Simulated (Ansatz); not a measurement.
`C=C(S)[SiH2][SiH3]` and `C=[C]([AlH2])S` differ in one atom or group.

Ansatz, PBE0-D4/def2-TZVP geometries, multiplicity 1. Each molecule was computed in one conformer, which needn't be the lowest.

```tsv
property	`C=C(S)[SiH2][SiH3]`
size of the dipole moment (ωB97M-V/def2-TZVPP) / D	1.16
size of the dipole moment (B3LYP/def2-TZVPP) / D	1.12
HOMO energy (B3LYP/def2-TZVPP) / eV	-6.47
HOMO energy (PBE0/def2-TZVPP) / eV	-6.69
HOMO–LUMO gap (PBE0/def2-TZVPP) / eV	6.05
LUMO energy (PBE/def2-TZVPP) / eV	-1.56
```

(1) What does the change do to each property? (An estimate is asked.)

## Answers

(1) The calculation gave: 
```
                                          property  `C=[C]([AlH2])S`  shift
size of the dipole moment (ωB97M-V/def2-TZVPP) / D              0.77  -0.39
  size of the dipole moment (B3LYP/def2-TZVPP) / D              0.71  -0.41
               HOMO energy (B3LYP/def2-TZVPP) / eV             -6.34   0.13
                HOMO energy (PBE0/def2-TZVPP) / eV             -6.56   0.13
              HOMO–LUMO gap (PBE0/def2-TZVPP) / eV              4.73  -1.32
                 LUMO energy (PBE/def2-TZVPP) / eV             -2.61  -1.05
```

With PBE0 the HOMO rises by 0.13 eV and the LUMO falls by 1.18 eV, so the gap narrows by about 1.31 eV. PBE moves the HOMO by 0.10 eV and ωB97M-V by 0.15 eV. Dipoles are sizes alone; their direction can turn.

B3LYP here is the variant with VWN-RPA as its local correlation; programs differ in this.
